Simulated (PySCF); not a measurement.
C₃F₅, SMILES FC(F)=[C]C(F)(F)F, multiplicity 2. Atoms are numbered in the order given.

```xyz
8

F     -0.8874     2.5510     0.0000
C     -0.1290     1.4815     0.0000
F      1.1441     1.8132     0.0000
C     -0.5922     0.2493     0.0000
C     -0.0829    -1.1343     0.0000
F      1.2642    -1.1342     0.0000
F     -0.4924    -1.8139     1.0798
F     -0.4924    -1.8139    -1.0798
```
Charge 0, spin multiplicity 2.

The structure is a stationary point at B3LYP-D3(BJ)/def2-SVP. The isomer is the one that the SMILES or the coordinates give; other isomers of the formula were not compared.

All values below come from PySCF with PBE0/pcH-1.

Unrestricted Kohn–Sham, ⟨S²⟩ = 0.763. Hyperfine tensors hold the contact and dipolar terms, without spin-orbit corrections.

**Question.** Estimate the hyperfine couplings. (The exact figures need the calculation; the answer reports its results.)

**Answer.** 
```csv
nucleus,A(iso) (MHz),A(iso) (G),dipolar principal values (MHz)
19F no. 1,32.3,11.5,"-86.7, -14.8, 101.5"
13C no. 2,-11.6,-4.1,"-25.7, 5.2, 20.5"
19F no. 3,113.1,40.4,"-137.2, -65.6, 202.7"
13C no. 4,364.5,130.1,"-83.8, -57.6, 141.4"
13C no. 5,-2.4,-0.8,"-4.4, -3.7, 8.0"
19F no. 6,123.9,44.2,"-96.6, -89.8, 186.3"
19F no. 7,-0.6,-0.2,"-13.1, -3.7, 16.8"
19F no. 8,-0.6,-0.2,"-13.1, -3.7, 16.8"
```
